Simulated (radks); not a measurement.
The nuclear charge of neutral silicon is varied continuously with 14 electrons held in [Ne] 3s2 3p2. Method: scalar-relativistic Kohn-Sham, PBEsol, spin-polarised, spherical densities, finite nucleus; open shells are filled with parallel spins first; Fermi nuclear charge, rms radius 3.1224 fm; computed with a radial shooting solver on a logarithmic mesh with Libxc functionals. By the Hellmann-Feynman theorem dE/dZ = E(electron-nucleus)/Z, the electronic potential at the nucleus (averaged over a nucleus of fixed radius). The scalar-relativistic energy here is not variational (the density holds large components alone), so the two differ by a part that grows with Z.

Z,E (hartree),E(electron-nucleus)/Z (hartree),HOMO,e(HOMO) (eV),<r> HOMO (bohr)
13.8,-279.54002,-48.4703,3p,-2.988,2.941
14,-289.32725,-49.3827,3p,-4.586,2.743
14.2,-299.29690,-50.2935,3p,-6.354,2.579
14.4,-309.44870,-51.2032,3p,-8.281,2.439
14.6,-319.78246,-52.1120,3p,-10.362,2.317
14.8,-330.29803,-53.0200,3p,-12.592,2.210
15,-340.99528,-53.9275,3p,-14.968,2.114

The central difference of E at Z = 14 is -49.392 hartree, to compare with the third column; the second derivative is -4.56 hartree.
